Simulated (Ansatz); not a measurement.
CH₇NOSi₂ (`N=C([SiH3])O[SiH3]`). Charge 0, multiplicity 1. The geometry is a stationary point of PBE0-D4/def2-TZVP. It is one conformer, not always the lowest.

```xyz
12

N    -1.341   -0.396    0.357
C    -0.302    0.272    0.081
Si   -0.093    2.161    0.034
O     0.826   -0.395   -0.224
Si    0.765   -2.086   -0.214
H    -2.139    0.192    0.573
H     0.314    2.577   -1.330
H     0.943    2.565    1.015
H    -1.404    2.761    0.389
H     0.454   -2.607    1.136
H     2.154   -2.444   -0.587
H    -0.180   -2.600   -1.230
```

Q: What is the dipole moment at B3LYP/def2-TZVPP? (Best estimate.)

A: Ansatz gave: 1.43 D, with components (-0.41, 1.37, 0.12) D in this frame, pointing from negative to positive charge.

Q: And with PBE, r2SCAN, ωB97M-V? (An estimate is asked.)

A: The calculation gave: PBE 1.32 D, r2SCAN 1.38 D, ωB97M-V 1.53 D.

Q: Give the Mulliken charges with B3LYP, r2SCAN, PBE in def2-TZVPP. (Estimate.)

A: The calculation gave: 
| atom | B3LYP | r2SCAN | PBE |
| --- | --- | --- | --- |
| N1 | -0.30 | -0.36 | -0.27 |
| C2 | 0.16 | 0.21 | 0.14 |
| Si3 | 0.27 | 0.30 | 0.19 |
| O4 | -0.36 | -0.37 | -0.28 |
| Si5 | 0.43 | 0.44 | 0.34 |
| H6 | 0.14 | 0.16 | 0.15 |
| H7 | -0.05 | -0.05 | -0.04 |
| H8 | -0.05 | -0.05 | -0.04 |
| H9 | -0.06 | -0.07 | -0.05 |
| H10 | -0.06 | -0.06 | -0.05 |
| H11 | -0.07 | -0.07 | -0.06 |
| H12 | -0.06 | -0.06 | -0.05 |

B3LYP here is the variant with VWN-RPA as its local correlation; programs differ in this.
